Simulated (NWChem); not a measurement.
System: InHI2; SMILES [InH]([I])[I]

```xyz
4

In     0.0000     0.0000    -0.9754
H      0.0000     0.0000    -2.7045
I     -2.2675     0.0000     0.4764
I      2.2675     0.0000     0.4764
```
Atoms are numbered in this order, from 1.

All runs: NWChem. Coordinates come from a PBE-D3(BJ)/def2-SVP (def2 core potentials past Kr) optimisation.

Q: Predict the results for PBE/STO-3G (all-electron, non-relativistic). Quantities: highest occupied level (eV); orbital gap (eV); dipole (D).

A: highest occupied level (eV): -3.57
orbital gap (eV): 3.61
dipole (D): 1.99
